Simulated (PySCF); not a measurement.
CH₈FNOSi₂, SMILES C[Si@H](N)[Si@@H](O)F. Atoms are numbered in the order given.

```xyz
14

C     -1.2019     0.8364     1.8020
Si    -1.2039     0.3063    -0.0102
N     -1.8860    -1.2494    -0.3906
Si     1.0201     0.0940    -0.6970
O      1.9313     1.1339     0.2291
F      1.4482    -1.4559    -0.3519
H     -0.6887     0.0876     2.4267
H     -2.2248     0.9688     2.1914
H     -0.6613     1.7914     1.9100
H     -1.9326     1.3410    -0.8056
H     -2.8765    -1.4361    -0.2643
H     -1.3326    -2.0769    -0.1857
H      1.3463     0.2635    -2.1442
H      2.8718     1.2174     0.0291
```
Charge 0, spin multiplicity 1.

Geometry optimised at B3LYP-D3(BJ)/def2-SVP. The structure was generated by enumeration; whether it is a known compound was not checked. The values are those of a single conformer.

These are B3LYP-D3(BJ)/def2-SVP (PySCF) values and carry that method's errors.

Frequencies are harmonic and unscaled.

| mode | ν (cm⁻¹) | IR (km/mol) | moving atoms (share of kinetic energy) |
|---|---|---|---|
| 1 | 30 | 1.2 | F 25 %, O 21 %, N 19 %, H 17 %, C 15 % |
| 2 | 83 | 0.8 | F 26 %, O 22 %, N 22 %, H 18 %, C 9 % |
| 3 | 109 | 3.5 | C 32 %, F 25 %, H 25 %, O 9 % |
| 4 | 161 | 0.2 | H 95 % |
| 5 | 209 | 16.8 | H 39 %, Si 23 %, O 22 % |
| 6 | 215 | 7.1 | H 32 %, N 28 %, Si 18 %, C 14 % |
| 7 | 253 | 30.6 | H 46 %, F 23 %, Si 21 %, O 8 % |
| 8 | 266 | 1.0 | H 67 %, Si 13 %, O 8 % |
| 9 | 310 | 55.5 | H 48 %, Si 37 % |
| 10 | 361 | 61.1 | O 33 %, H 26 %, Si 21 %, F 18 % |
| 11 | 393 | 213.3 | H 75 %, N 22 % |
| 12 | 431 | 6.7 | Si 67 %, H 23 % |
| 13 | 645 | 2.4 | H 70 %, C 22 % |
| 14 | 670 | 20.8 | H 59 %, C 21 %, Si 18 % |
| 15 | 713 | 118.9 | H 84 % |
| 16 | 736 | 145.5 | H 83 %, Si 9 % |
| 17 | 771 | 30.9 | H 67 %, C 16 % |
| 18 | 809 | 74.1 | F 38 %, H 21 %, Si 20 %, O 19 % |
| 19 | 846 | 31.0 | H 36 %, N 24 %, Si 22 %, O 15 % |
| 20 | 852 | 53.9 | H 62 %, Si 13 %, N 11 %, O 11 % |
| 21 | 874 | 303.4 | H 62 %, Si 17 %, N 10 % |
| 22 | 910 | 49.7 | H 55 %, Si 24 %, F 9 % |
| 23 | 931 | 183.9 | H 71 %, Si 15 % |
| 24 | 950 | 57.6 | H 43 %, Si 35 %, O 18 % |
| 25 | 1264 | 18.3 | H 79 %, C 21 % |
| 26 | 1428 | 4.7 | H 96 % |
| 27 | 1433 | 2.3 | H 96 % |
| 28 | 1543 | 38.5 | H 90 %, N 10 % |
| 29 | 2194 | 103.9 | H 97 % |
| 30 | 2206 | 229.8 | H 97 % |
| 31 | 3023 | 4.7 | H 97 % |
| 32 | 3116 | 6.7 | H 91 %, C 9 % |
| 33 | 3119 | 5.7 | H 91 %, C 9 % |
| 34 | 3556 | 20.7 | H 96 % |
| 35 | 3649 | 25.1 | H 91 %, N 9 % |
| 36 | 3858 | 90.0 | H 94 % |
